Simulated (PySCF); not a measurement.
# Dipole response of Hf (hafnium, neutral)

[Xe] 4f14 5d2 6s2, high-spin 3F determinant. Calculation: PySCF 2.14, in x2c-TZVPPall with one added diffuse shell each of s, p, d, f type (12s8p8d4f1g, 113 functions); scalar relativity by spin-free X2C-1e. Coupled (time-dependent) response in atomic units; α is the mean over directions.

```csv
method,mean α (bohr³),C₆ (like pair),S(−4)
PBE0,101.2,1345,4851
```

S(−4) is the Cauchy moment in α(ω) = α(0) + S(−4) ω² + …

Reference α: 103 ± 6 bohr³ (recommended; Schwerdtfeger and Nagle, table of static dipole polarizabilities (2023 update)). Published C₆: 1040 (Gould and Bucko (2016)).

Spin-orbit coupling is absent.

α(iu) at PBE0:

```json
{"u (hartree)": "0", "α(iu) (bohr³)": "101.2"}
{"u (hartree)": "0.0500", "α(iu) (bohr³)": "91.10"}
{"u (hartree)": "0.100", "α(iu) (bohr³)": "72.44"}
{"u (hartree)": "0.200", "α(iu) (bohr³)": "43.12"}
{"u (hartree)": "0.300", "α(iu) (bohr³)": "27.75"}
{"u (hartree)": "0.500", "α(iu) (bohr³)": "14.74"}
{"u (hartree)": "0.750", "α(iu) (bohr³)": "8.739"}
{"u (hartree)": "1.00", "α(iu) (bohr³)": "6.005"}
{"u (hartree)": "1.50", "α(iu) (bohr³)": "3.481"}
{"u (hartree)": "2.00", "α(iu) (bohr³)": "2.306"}
{"u (hartree)": "3.00", "α(iu) (bohr³)": "1.227"}
{"u (hartree)": "5.00", "α(iu) (bohr³)": "0.5104"}
```

A single London oscillator, α(iu) = α/(1 + u²/ω²), gives C₆ = (3/4) ω α². Matching the computed C₆ needs ω = 4 × 1345 / (3 × 101.2²) = 0.175 hartree.

Spin-orbit coupling, absent here, splits the open shell strongly.
